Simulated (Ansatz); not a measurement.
The same molecule with X = C, Si, Ge. Ansatz, PBE0-D4/def2-TZVP geometries, multiplicity 1.

Elements past krypton have def2 core potentials. Scalar relativity is left out up to krypton.

| X | molecule | mean X–H bond length / Å | mean X–In bond length / Å | HOMO–LUMO gap (ωB97M-V/def2-TZVPP) / eV | HOMO energy (PBE/def2-TZVPP) / eV | LUMO energy (PBE0/def2-TZVPP) / eV |
| --- | --- | --- | --- | --- | --- | --- |
| C | `[CH3][In]([Cl])[Cl]` | 1.089 | 2.126 | 10.74 | -7.24 | -1.62 |
| Ge | `[Cl][In]([Cl])[GeH3]` | 1.533 | 2.585 | 9.81 | -7.11 | -2.07 |

Task: Give the row for X = Si, `[SiH3][In]([Cl])[Cl]`. (Estimate.)

Result: The calculation gave: 
| X | molecule | mean X–H bond length / Å | mean X–In bond length / Å | HOMO–LUMO gap (ωB97M-V/def2-TZVPP) / eV | HOMO energy (PBE/def2-TZVPP) / eV | LUMO energy (PBE0/def2-TZVPP) / eV |
| --- | --- | --- | --- | --- | --- | --- |
| Si | `[SiH3][In]([Cl])[Cl]` | 1.483 | 2.553 | 9.79 | -7.13 | -2.16 |

From C to Ge the mean X–H bond length rises at each step, by 0.444 Å in all; the mean X–In bond length rises at each step, by 0.459 Å in all; the HOMO–LUMO gap (ωB97M-V/def2-TZVPP) isn't monotonic: highest at C, lowest at Si; the HOMO energy (PBE/def2-TZVPP) rises at each step, by 0.13 eV in all; the LUMO energy (PBE0/def2-TZVPP) isn't monotonic: highest at C, lowest at Si. Bonds lengthen as the atom grows down the group.
